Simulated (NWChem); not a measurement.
# iodine monochloride (ICl); SMILES ClI

```xyz
2

Cl     0.0000     0.0000     1.8051
I      0.0000     0.0000    -0.5790
```
Atoms are numbered in this order, from 1.

Computed with NWChem. Medium grid unless said otherwise, to which SCAN and Minnesota functionals are sensitive. The geometry was optimised at PBE-D3(BJ)/def2-SVP. def2 effective core potentials on I; no spin-orbit coupling. B3LYP is NWChem's, with the RPA form of VWN correlation.

Problem. Among these, which level gives the highest value of “dipole (D)”?
A. BLYP/def2-SVP
B. M06-L/def2-SVP
C. BP86/def2-SVP
D. PBE0/def2-SVP

Solution. B, M06-L/def2-SVP. Values: BLYP/def2-SVP 1.26; BP86/def2-SVP 1.29; PBE0/def2-SVP 1.44; M06-L/def2-SVP 1.78
